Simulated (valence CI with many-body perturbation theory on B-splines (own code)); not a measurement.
# Er52+: E2, M1, M2 decay

Computed by valence CI with perturbative core correlation (CI+MBPT): six valence electrons over a frozen Dirac-Fock core [Ne], radial functions for each j: 9 s, 9 p, 8 d, 6 f, 3 g, 1 h, with the one-electron correlation potential Σ1, the two-electron term Σ2, the three-electron term Σ3, Breit, model QED; selected CI, second order for the rest, scaled by the run's own slope (own B-spline code, finite nucleus).

No measured spectrum was set against this ion. As an estimate, large intervals hold to a few tenths of a per cent, small ones and those within an open d or f shell to about a per cent. Among the levels kept, up to 1000 cm⁻¹ of a level comes from second order outside the variational space, and about a tenth of that is noise between levels of different J, which matters for small intervals.

Lines 1 to 29 of 29 in falling wavelength, among levels below 4222.6 × 10³ cm⁻¹, chosen from the decays that carry over 1 % of a level's rate. Wavelengths and rates use the calculated energies. Electric multipoles are in the length gauge with retardation, E1 and E2 with the static RPA response of the core. M1 uses the relativistic operator with retardation. Weak lines are less certain than strong ones. Lines between different terms over intervals too small for the method are left out, as are lines whose strength nearly cancels. The highest levels of a list are the least certain.

Levels are named by their leading jj configuration (3d3/2^4 stands for four electrons in 3d with j = 3/2), which in mixed levels can hold well under half, so a name can repeat and another be missing. Letters in brackets count levels of one name in rising energy.

```csv
λ vac (Å),Upper,Lower,Type,A (s⁻¹),Branch %
26560,(3s^2 3p1/2^2 3p3/2 3d3/2) J=0,(3s^2 3p1/2^2 3p3/2 3d3/2) J=1,M1,1.99e+00,20.7
1617,(3s^2 3p1/2^2 3p3/2 3d3/2) J=0,(3s^2 3p1/2^2 3p3/2 3d3/2) J=2,E2,1.22e-01,1.3
703.0,(3s^2 3p1/2^2 3p3/2^2) J=0,(3s^2 3p1/2^2 3p3/2^2) J=2,E2,1.18e+01,100.0
248.7,(3s^2 3p1/2^2 3p3/2 3d5/2) J=4,(3s^2 3p1/2^2 3p3/2 3d3/2) J=3,M1,7.78e+05,98.6
245.0,(3s^2 3p1/2 3p3/2^2 3d5/2) J=4 [b],(3s^2 3p1/2 3p3/2^2 3d3/2) J=4,M1,2.27e+05,1.1
231.3,(3s^2 3p1/2 3p3/2^2 3d5/2) J=5,(3s^2 3p1/2 3p3/2^2 3d3/2) J=4,M1,8.70e+05,4.2
211.9,(3s^2 3p1/2 3p3/2^2 3d5/2) J=4 [b],(3s^2 3p1/2 3p3/2^2 3d3/2) J=3 [a],M1,5.71e+05,2.6
79.13,(3s^2 3p1/2 3p3/2^2 3d3/2) J=4,(3s^2 3p1/2^2 3p3/2 3d5/2) J=3,M1,3.21e+05,1.7
63.23,(3s^2 3p1/2 3p3/2^2 3d5/2) J=4 [a],(3s^2 3p1/2^2 3p3/2 3d5/2) J=3,M1,2.90e+07,27.8
59.81,(3s^2 3p1/2 3p3/2^2 3d5/2) J=4 [b],(3s^2 3p1/2^2 3p3/2 3d5/2) J=3,M1,8.61e+06,39.9
58.96,(3s^2 3p1/2 3p3/2^2 3d5/2) J=5,(3s^2 3p1/2^2 3p3/2 3d5/2) J=3,E2,2.92e+05,1.4
58.24,(3s^2 3p1/2 3p3/2^3) J=1,(3s^2 3p1/2^2 3p3/2^2) J=0,M1,3.27e+07,24.8
57.39,(3s^2 3p1/2 3p3/2^2 3d3/2) J=0,(3s^2 3p1/2^2 3p3/2 3d3/2) J=1,M1,1.02e+08,1.1
56.89,(3s^2 3p1/2^2 3p3/2 3d3/2) J=0,(3s^2 3p1/2^2 3p3/2^2) J=2,M2,7.51e+00,78.1
56.65,(3s^2 3p1/2 3p3/2^2 3d5/2) J=4 [a],(3s^2 3p1/2^2 3p3/2 3d5/2) J=4,M1,7.37e+07,70.5
55.00,(3s^2 3p1/2 3p3/2^2 3d5/2) J=4 [b],(3s^2 3p1/2^2 3p3/2 3d5/2) J=2,E2,5.51e+05,2.6
54.07,(3s^2 3p1/2 3p3/2^2 3d3/2) J=4,(3s^2 3p1/2^2 3p3/2 3d3/2) J=3,M1,1.75e+07,90.4
54.07,(3s^2 3p1/2 3p3/2^2 3d3/2) J=4,(3s^2 3p1/2^2 3p3/2 3d3/2) J=3,E2,9.46e+05,4.9
53.90,(3s^2 3p1/2 3p3/2^2 3d5/2) J=4 [b],(3s^2 3p1/2^2 3p3/2 3d5/2) J=4,M1,1.07e+07,49.7
53.90,(3s^2 3p1/2 3p3/2^2 3d5/2) J=4 [b],(3s^2 3p1/2^2 3p3/2 3d5/2) J=4,E2,6.39e+05,3.0
53.79,(3s^2 3p1/2 3p3/2^3) J=1,(3s^2 3p1/2^2 3p3/2^2) J=2,M1,9.81e+07,74.3
53.20,(3s^2 3p1/2 3p3/2^2 3d5/2) J=5,(3s^2 3p1/2^2 3p3/2 3d5/2) J=4,M1,1.88e+07,89.9
53.20,(3s^2 3p1/2 3p3/2^2 3d5/2) J=5,(3s^2 3p1/2^2 3p3/2 3d5/2) J=4,E2,9.11e+05,4.4
52.26,(3s^2 3p1/2 3p3/2^2 3d3/2) J=4,(3s^2 3p1/2^2 3p3/2 3d3/2) J=2,E2,4.60e+05,2.4
51.81,(3s^2 3p1/2 3p3/2^3) J=2,(3s^2 3p1/2^2 3p3/2^2) J=2,M1,6.08e+07,94.8
51.81,(3s^2 3p1/2 3p3/2^3) J=2,(3s^2 3p1/2^2 3p3/2^2) J=2,E2,1.67e+06,2.6
50.41,(3s^2 3p3/2^4) J=0,(3s^2 3p1/2 3p3/2^3) J=1,M1,2.61e+08,53.0
46.25,(3s^2 3p1/2^2 3p3/2 3d5/2) J=4,(3s^2 3p1/2^2 3p3/2^2) J=2,M2,1.08e+04,1.4
46.14,(3s^2 3p1/2 3p3/2^2 3d5/2) J=4 [a],(3s^2 3p1/2^2 3p3/2 3d3/2) J=3,M1,1.14e+06,1.1
```
